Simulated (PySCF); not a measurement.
Gas-phase reaction: 3 InCH₃ + 4 C₃H₆ (cyclic) → 3 InH₃ + 3 C₅H₈ (cyclic)

Method: PySCF energies plus ideal-gas RRHO corrections (1 bar). † marks an energy on the PBE0/def2-TZVP geometry and frequencies; other levels use their own. MP2 and CCSD(T) freeze the core. All species are closed-shell singlets. In: scalar-relativistic def2 core potential, no spin-orbit coupling. InCH₃, InH₃: computed as isolated molecules; such fragments, hydroxides, amides, oligomers or adducts are transient or little studied in the gas. MP2 isn't extrapolated to the basis-set limit. CCSD(T) isn't extrapolated to the basis-set limit.

PBE0/def2-TZVP gives ΔH°(298 K) = 42 kJ.

Q: What do HF/def2-TZVP†, CCSD(T)/def2-SVP†, MP2/def2-SVP† give?

A: HF/def2-TZVP†: -7 kJ; CCSD(T)/def2-SVP†: -24 kJ; MP2/def2-SVP†: -22 kJ. For scale, ΔH°(298 K) is 42 kJ at this level, -10 kJ at ωB97M-V/def2-TZVP†, and runs from -46 to 109 kJ over the 16 levels computed († marks an energy on the PBE0/def2-TZVP geometry).
